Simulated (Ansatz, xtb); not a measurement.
**Two isomers of C3HF3N2S**

Structure a: `FC(F)(F)c1cnsn1`, a singlet. Structure b: `Fc1nsc(C(F)F)n1`, a singlet. Both are isolated molecules in the gas phase, relaxed with PBE-D3(BJ)/def2-SVP; the shapes shown needn't be the lowest conformers.

a (Å):

```xyz
10

C     0.8880    0.1661   -0.3537
C     1.4613   -0.8208    0.6406
C     2.4872   -1.7842    0.3574
F     1.5041    0.0220   -1.5522
F     1.0642    1.4377    0.0545
F    -0.4321   -0.0308   -0.5391
N     2.8150   -2.5372    1.4010
N     1.0131   -0.8423    1.8908
S     1.8612   -2.0366    2.6706
H     2.9861   -1.9260   -0.6121
```

b (Å):

```xyz
10

C     0.5634    0.7317   -0.1475
C     1.6386   -1.0157    0.5167
C     2.7529   -1.9939    0.7830
F     0.4725    1.9431   -0.6613
F     2.2822   -2.9778    1.6070
F     3.1582   -2.5682   -0.3832
N    -0.5271    0.0932    0.2258
N     1.8003    0.1751   -0.0109
S    -0.0412   -1.3882    0.8272
H     3.6281   -1.4968    1.2589
```

Problem. Which of the two would you expect CCSD(T)/def2-SVP + ΔMP2/def2-TZVPP electronic energies to favour?

Solution. Structure a; the calculation gives E(b) − E(a) = +0.290 eV.

Level by level:

```json
{"level": "GFN2-xTB", "geometry": "GFN2-xTB", "E(b) − E(a) (eV)": "−0.041", "departure from the last row (eV)": "−0.331", "job, with rough time for the two": "optimisation, 0.11 s"}
{"level": "HF/STO-3G", "geometry": "GFN2-xTB", "E(b) − E(a) (eV)": "+0.031", "departure from the last row (eV)": "−0.259", "job, with rough time for the two": "single point, 0.28 s"}
{"level": "r2SCAN-D4/def2-SVP", "geometry": "GFN2-xTB", "E(b) − E(a) (eV)": "+0.202", "departure from the last row (eV)": "−0.088", "job, with rough time for the two": "single point, 1.6 s"}
{"level": "PBE-D3(BJ)/def2-SVP", "geometry": "PBE-D3(BJ)/def2-SVP", "E(b) − E(a) (eV)": "+0.192", "departure from the last row (eV)": "−0.099", "job, with rough time for the two": "optimisation, 21 s"}
{"level": "HF/def2-SVP", "geometry": "PBE-D3(BJ)/def2-SVP", "E(b) − E(a) (eV)": "+0.018", "departure from the last row (eV)": "−0.272", "job, with rough time for the two": "part of the CCSD(T) run"}
{"level": "MP2/def2-SVP", "geometry": "PBE-D3(BJ)/def2-SVP", "E(b) − E(a) (eV)": "+0.345", "departure from the last row (eV)": "+0.054", "job, with rough time for the two": "part of the CCSD(T) run"}
{"level": "CCSD(T)/def2-SVP", "geometry": "PBE-D3(BJ)/def2-SVP", "E(b) − E(a) (eV)": "+0.251", "departure from the last row (eV)": "−0.039", "job, with rough time for the two": "single point"}
{"level": "CCSD(T)/def2-SVP + ΔMP2/def2-TZVPP", "geometry": "PBE-D3(BJ)/def2-SVP", "E(b) − E(a) (eV)": "+0.290", "departure from the last row (eV)": "", "job, with rough time for the two": "single point, 31 s"}
```

As drawn, b has 1 C∷N, 1 C∷S in place of 1 C∷C, 1 N∷S (∷ is an aromatic bond).

GFN2-xTB puts the two in the other order. HF/def2-SVP finds them nearly level. The largest departure from CCSD(T)/def2-SVP + ΔMP2/def2-TZVPP is that of GFN2-xTB, 0.331 eV. The last row adds to CCSD(T) the change of the MP2 difference between the two basis sets, here +0.039 eV.

With thermal terms from frequencies at re-optimised GFN2-xTB minima (ideal gas, soft modes damped towards free rotors, one conformer each, 298.15 K, 1 atm): on the last row, ΔE + ΔZPE = +0.308, ΔH = +0.311, ΔG = +0.303 eV.

The correlated steps freeze 13 core orbitals. Run with Ansatz 0.2.0, xtb 6.7.1; the last row on 4 threads of Intel(R) Xeon(R) 6975P-C (Granite Rapids) on a shared host.
